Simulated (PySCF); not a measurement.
# Radial density of Al (aluminium, neutral)

UHF, [Ne] 3s2 3p1, 2P determinant. Calculation: PySCF 2.14, in jorge-DZP-DKH; scalar relativity by spin-free X2C-1e.

```tsv
r (bohr)	4πr²ρ (e/bohr)	4πr²(ρα − ρβ)
0.00209	0.08264	0.0000
0.00352	0.2216	0.0000
0.00591	0.5682	0.0000
0.00995	1.413	-0.0001
0.0167	3.296	-0.0002
0.0281	6.863	-0.0003
0.0473	11.75	-0.0001
0.0796	14.61	0.0021
0.134	11.55	0.0113
0.225	8.507	0.0312
0.379	12.18	0.0425
0.637	10.08	0.0107
1.07	2.661	0.0181
1.80	1.120	0.2045
3.03	0.9063	0.3134
5.10	0.1658	0.1045
8.58	0.002883	0.0026
```

Densities and radii are taken from the X2C orbitals without a picture-change correction, which distorts them close to the nucleus.
